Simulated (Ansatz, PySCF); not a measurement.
BH₂O₂, charge +1, multiplicity 1. Atoms are numbered in the order given.

```xyz
5

O      0.0750     1.2523    -0.0546
B      0.0000     0.0000     0.0224
O     -0.0750    -1.2523    -0.0546
H     -0.3773     1.9915     0.3811
H      0.3773    -1.9915     0.3811
```
Charge +1, spin multiplicity 1.

The structure is a stationary point at B3LYP-D3(BJ)/def2-TZVP. The spin state was assumed, not searched. The isomer is the one that the SMILES or the coordinates give; other isomers of the formula were not compared. One conformer was computed; it need not be the lowest.

Vertical ionisation energy (IE) and electron affinity (EA) in eV. Rows of orbital energies are one-electron estimates. Where ΔSCF, EOM or ADC give a negative EA the extra electron is unbound and the value depends on the basis.

```
level                                                                         IE    EA
-------------------------------------------------------------------------  -----  ----
−ε(HOMO), −ε(LUMO), B3LYP/def2-TZVPD (PySCF)                               17.91  6.82
−ε(HOMO), −ε(LUMO), PBE/def2-TZVPD (PySCF)                                 16.44  7.36
ADC(2)/aug-cc-pVDZ (PySCF)                                                 20.25  4.58
ΔSCF, CAM-B3LYP/def2-TZVPD (Ansatz), final states of multiplicity 2 and 2  21.31  4.76
ΔSCF, PBE/def2-TZVPD (Ansatz), final states of multiplicity 2 and 2        20.81  4.92
```

Q: What vertical singlet–triplet gap does ΔSCF give with CAM-B3LYP/def2-TZVPD (Ansatz, an electronic-structure program) and with PBE/def2-TZVPD (Ansatz)? (An estimate is asked for; the answer gives what the named calculation found.)

A: 9.35 and 8.75 eV (triplet above singlet where positive).

Computed lowest 1s main lines (those of the lightest heavy element) from CVS-ADC(2)-x/aug-cc-pVDZ (PySCF, non-relativistic), with pole strengths:
210.4 eV (1.61).

Q: Beyond the first one, list the lowest photoelectron lines from PySCF with ADC(2)/aug-cc-pVDZ with their pole strengths (two spins summed). (The exact figures need the calculation; the answer reports its results.)

A: 20.29 eV (1.77), 22.15 eV (1.77), 22.20 eV (1.77), 27.56 eV (1.78), 28.03 eV (1.78).
